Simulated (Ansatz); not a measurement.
Consider the redistribution: `CO[Si]Cl` + `C[Si](N)(O)Cl` → `Cl[Si]Cl` + `CO[Si](C)(N)O`.

Gas-phase electronic energies from Ansatz, PBE0-D4/def2-TZVP geometries. CCSD(T)/CBS is the MP2 limit (def2-TZVPP, def2-QZVPP) plus CCSD(T) − MP2 in def2-TZVPP, frozen cores. This one scheme is used for every species. Functionals use def2-TZVPP. One conformer a species, not always the lowest.

| species | PBE0-D4 energy (Eh) |
| --- | --- |
| `CO[Si]Cl` | -864.55749 |
| `C[Si](N)(O)Cl` | -921.19207 |
| `Cl[Si]Cl` | -1209.57532 |
| `CO[Si](C)(N)O` | -576.16460 |

Question: Work out ΔE.

Answer: ΔE = (-1209.57532) + (-576.16460) − (-864.55749) − (-921.19207) = 0.00964 Eh = +0.26 eV. CCSD(T)/CBS gives +0.25 eV.

Largest T1 diagnostic among the species: 0.014.
